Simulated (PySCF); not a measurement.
PySCF job for In(F)(vinyl)2 (C4H6FIn), SMILES [F][In]([CH]=C)[CH]=C, C-PCM-ωB97X/def2-SVP. The structure is a stationary point at PBE-D3(BJ)/def2-SVP. The def2 effective core potentials stand for the cores of In; spin–orbit coupling is left out. Other conformers were not sampled.

```python
import numpy as np
from pyscf import gto, scf, dft
from pyscf.solvent import pcm

mol = gto.M(
    atom='''
    In   -0.07817995    0.04134794   -0.00000000
    F    -1.89905472   -0.79579564    0.00000000
    C    -0.19016050    2.18221894    0.00000000
    C     0.89164027    2.98514973    0.00000000
    H    -1.19908456    2.63244975    0.00000000
    H     0.79861517    4.08741299    0.00000000
    H     1.92575608    2.59813064    0.00000000
    C     1.26630625   -1.62789629    0.00000000
    C     0.71344258   -2.85694963    0.00000000
    H     2.36371293   -1.50776882   -0.00000000
    H     1.32824403   -3.77666376   -0.00000000
    H    -0.38230496   -2.99258558    0.00000000
    ''',
    basis='def2-SVP',
    ecp={'In': 'def2-svp'},
    charge=0,
    spin=0,
    max_memory=1600,
    verbose=3,
)
mf = dft.RKS(mol, xc='wb97x').density_fit(auxbasis='def2-universal-jkfit')
mf.grids.level = 3
mf.conv_tol = 1e-9
mf.max_cycle = 100
mf.kernel()
res = {}
for name, eps in {'water': 78.355, 'n-hexane': 1.8819, 'tetrahydrofuran': 7.4257}.items():
    s = mf.PCM()
    s.with_solvent.method, s.with_solvent.eps, s.with_solvent.lebedev_order = 'C-PCM', eps, 29
    s.kernel(mf.make_rdm1())
    res[name] = (s.e_tot, eps, s.dip_moment(), s.mo_energy, s.converged)
    print(f'{name}: electrostatic solvation free energy {(s.e_tot - mf.e_tot) * 627.509474:.3f} kcal/mol')
```

Program output:

```
converged SCF energy = -445.742803793374

WARN: PCM is an experimental feature. It is still in testing.
Features and APIs may be changed in the future.

converged SCF energy = -445.756913747115
Dipole moment(X, Y, Z, Debye):  3.96461,  1.92322,  0.00000
water: electrostatic solvation free energy -8.854 kcal/mol

WARN: PCM is an experimental feature. It is still in testing.
Features and APIs may be changed in the future.

converged SCF energy = -445.749103124693
Dipole moment(X, Y, Z, Debye):  3.48447,  1.62325,  0.00000
n-hexane: electrostatic solvation free energy -3.953 kcal/mol

WARN: PCM is an experimental feature. It is still in testing.
Features and APIs may be changed in the future.

converged SCF energy = -445.754984775983
Dipole moment(X, Y, Z, Debye):  3.83742,  1.84234,  0.00000
tetrahydrofuran: electrostatic solvation free energy -7.644 kcal/mol
```

The run converged.
